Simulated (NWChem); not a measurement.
System: BeI2; SMILES [I][Be][I]

The following NWChem deck was run.

```
start job
memory heap 200 mb stack 900 mb global 1100 mb
geometry units angstroms noautoz
  Be    -0.000047     0.000049    -0.000038
  I      1.583835     0.366161    -1.434755
  I     -1.583888    -0.366110     1.434718
end
basis spherical
  * library def2-svp
end
ecp
  I library def2-ecp
end
dft
  xc xtpss03 ctpss03
  iterations 150
  mulliken
end
task dft energy
```

Output (shortened):

```
             Northwest Computational Chemistry Package (NWChem) 7.3.0
             --------------------------------------------------------

 ORDER OF PRIMARY AXIS IS BEING SET TO 4
 D4H symmetry detected

                             Geometry "geometry" -> ""
                             -------------------------

 Output coordinates in angstroms (scale by  1.889725989 to convert to a.u.)

  No.       Tag          Charge          X              Y              Z
 ---- ---------------- ---------- -------------- -------------- --------------
    1 Be                   4.0000     0.00000000     0.00000000    -0.00000000
    2 I                   53.0000     0.00000000     0.00000000     2.16821154
    3 I                   53.0000     0.00000000     0.00000000    -2.16821154

 Effective nuclear repulsion energy (a.u.)     446.2666959257

      Symmetry information
      --------------------

 Group name             D4h
 Group number             28
 Group order              16
 No. of unique centers     2

                                 NWChem DFT Module
                                 -----------------

 Summary of "ao basis" -> "ao basis" (spherical)
 ------------------------------------------------------------------------------
       Tag                 Description            Shells   Functions and Types
 ---------------- ------------------------------  ------  ---------------------
 Be                         def2-svp                 5        9   3s2p
 I                          def2-svp                10       26   4s4p2d

      Symmetry analysis of basis
      --------------------------

        a1g        13
        a1u         0
        a2g         0
        a2u        12
        b1g         2
        b1u         2
        b2g         2
        b2u         2
        eg         12
        eu         16

            General Information
            -------------------
          SCF calculation type: DFT
          Wavefunction type:  closed shell.
          No. of atoms     :     3
          No. of electrons :    54
           Alpha electrons :    27
            Beta electrons :    27
          Charge           :     0
          Spin multiplicity:     1
          Use of symmetry is: on ; symmetry adaption is: on
          Maximum number of iterations: 150
          AO basis - number of functions:    61
                     number of shells:    25
          Convergence on energy requested:  1.00D-06
          Convergence on density requested:  1.00D-05
          Convergence on gradient requested:  5.00D-04

              XC Information
              --------------
                  TPSS metaGGA Exchange Functional  1.000
             TPSS03 metaGGA Correlation Functional  1.000

             Grid Information
             ----------------
          Grid used for XC integration:  medium
          Radial quadrature: Mura-Knowles
          Angular quadrature: Lebedev.
          Tag              B.-S. Rad. Rad. Pts. Rad. Cut. Ang. Pts.
          ---              ---------- --------- --------- ---------
          Be                  1.05       49           8.0       434
          I                   1.40      123          12.0       590
          Grid pruning is: on
          Number of quadrature shells:   172
          Spatial weights used:  Erf1

      Superposition of Atomic Density Guess
      -------------------------------------

 Sum of atomic energies:        -708.80796662

      Non-variational initial energy
      ------------------------------

 Total energy =    -608.404079
 1-e energy   =   -1303.381870
 2-e energy   =     569.896205
 HOMO         =      -0.358169
 LUMO         =       0.010670

      Symmetry analysis of molecular orbitals - initial
      -------------------------------------------------

 !! scf_movecs_sym_adapt:    8 vectors were symmetry contaminated

  Symmetry fudging

 !! scf_movecs_sym_adapt:    6 vectors were symmetry contaminated

  Numbering of irreducible representations:

     1 a1g         2 a1u         3 a2g         4 a2u         5 b1g
     6 b1u         7 b2g         8 b2u         9 eg         10 eu

  Orbital symmetries:

     1 a1g         2 a2u         3 a1g         4 a2u         5 eu
     6 eu          7 eg          8 eg          9 a1g        10 a1g
    11 a2u        12 eu         13 eu         14 eg         15 eg
    16 b2g        17 b1g        18 b2u        19 b1u        20 a1g
    21 a2u        22 a1g        23 a2u        24 eu         25 eu
    26 eg         27 eg         28 a1g        29 eu         30 eu
    31 a1g        32 a2u        33 a2u        34 eu         35 eu
    36 a1g        37 eg

     ---------------------------------------------
      Total Density - Mulliken Population Analysis
     ---------------------------------------------

    Atom       Charge   Shell Charges
 -----------   ------   -------------------------------------------------------
    1 Be   4     3.31   1.99  0.68  0.04  0.51  0.09
    2 I   25    25.34   1.83  0.22  1.22  0.66  2.92  3.13  2.67  2.68  9.82  0.19
    3 I   25    25.34   1.83  0.22  1.22  0.66  2.92  3.13  2.67  2.68  9.82  0.19

   convergence    iter        energy       DeltaE   RMS-Dens  Diis-err
 ---------------- ----- ----------------- --------- --------- ---------
 d= 0,ls=0.0,diis     1   -609.9796183705 -7.35D+02  2.10D-02  2.51D-01
 d= 0,ls=0.0,diis     2   -609.9282573039  5.14D-02  1.45D-02  4.73D-01
 d= 0,ls=0.0,diis     3   -610.0206738422 -9.24D-02  3.37D-03  2.97D-02
 d= 0,ls=0.0,diis     4   -610.0270069710 -6.33D-03  4.96D-04  3.90D-04
 d= 0,ls=0.0,diis     5   -610.0282405369 -1.23D-03  1.02D-04  4.39D-05
  Resetting Diis
 d= 0,ls=0.0,diis     6   -610.0282485640 -8.03D-06  2.43D-05  1.14D-06
 d= 0,ls=0.0,diis     7   -610.0282488009 -2.37D-07  2.26D-06  7.79D-09

         Total DFT energy =     -610.028248800926
      One electron energy =    -1304.619694001766
           Coulomb energy =      616.629181957685
    Exchange-Corr. energy =      -47.119323665205
 Nuclear repulsion energy =      125.081586908360

 Numeric. integr. density =       54.000001977973

                  Occupations of the irreducible representations
                  ----------------------------------------------

                     irrep           alpha         beta
                     --------     --------     --------
                     a1g               6.0          6.0
                     a1u               0.0          0.0
                     a2g               0.0          0.0
                     a2u               5.0          5.0
                     b1g               1.0          1.0
                     b1u               1.0          1.0
                     b2g               1.0          1.0
                     b2u               1.0          1.0
                     eg                6.0          6.0
                     eu                6.0          6.0

                       DFT Final Molecular Orbital Analysis
                       ------------------------------------

 Vector   25  Occ=2.000000D+00  E=-2.728134D-01  Symmetry=eu
              MO Center= -2.1D-16, -4.9D-16, -9.0D-15, r^2= 5.8D+00
   Bfn.  Coefficient  Atom+Function         Bfn.  Coefficient  Atom+Function
  ----- ------------  ---------------      ----- ------------  ---------------
    21      0.401413  2 I  py                47      0.401413  3 I  py
    24      0.327849  2 I  py                50      0.327849  3 I  py
     5     -0.195766  1 Be py                18     -0.162357  2 I  py
    44     -0.162357  3 I  py                15     -0.132011  2 I  py
    41     -0.132011  3 I  py                 8      0.062034  1 Be py

 Vector   26  Occ=2.000000D+00  E=-2.545621D-01  Symmetry=eg
              MO Center= -3.5D-16,  5.0D-16,  2.5D-13, r^2= 6.6D+00
   Bfn.  Coefficient  Atom+Function         Bfn.  Coefficient  Atom+Function
  ----- ------------  ---------------      ----- ------------  ---------------
    20      0.419247  2 I  px                46     -0.419247  3 I  px
    23      0.381528  2 I  px                49     -0.381528  3 I  px
    17     -0.170711  2 I  px                43      0.170711  3 I  px
    14     -0.138465  2 I  px                40      0.138465  3 I  px
    21     -0.114706  2 I  py                47      0.114706  3 I  py

 Vector   27  Occ=2.000000D+00  E=-2.545621D-01  Symmetry=eg
              MO Center= -3.8D-19, -1.4D-18,  2.2D-14, r^2= 6.6D+00
   Bfn.  Coefficient  Atom+Function         Bfn.  Coefficient  Atom+Function
  ----- ------------  ---------------      ----- ------------  ---------------
    21      0.419247  2 I  py                47     -0.419247  3 I  py
    24      0.381528  2 I  py                50     -0.381528  3 I  py
    18     -0.170711  2 I  py                44      0.170711  3 I  py
    15     -0.138465  2 I  py                41      0.138465  3 I  py
    20      0.114706  2 I  px                46     -0.114706  3 I  px

 Vector   28  Occ=0.000000D+00  E=-6.024188D-02  Symmetry=eu
              MO Center= -5.2D-15,  6.1D-15, -7.5D-15, r^2= 4.1D+00
   Bfn.  Coefficient  Atom+Function         Bfn.  Coefficient  Atom+Function
  ----- ------------  ---------------      ----- ------------  ---------------
     5      0.488081  1 Be py                 8     -0.419613  1 Be py
     4     -0.402367  1 Be px                 7      0.345923  1 Be px
    24      0.262675  2 I  py                50      0.262675  3 I  py
    23     -0.216546  2 I  px                49     -0.216546  3 I  px
    21      0.150060  2 I  py                47      0.150060  3 I  py

[...]
```

Level: TPSS/def2-SVP with def2 effective core potentials on I. Geometry: optimised at PBE0/def2-SVP. def2 effective core potentials on I; no spin-orbit coupling.
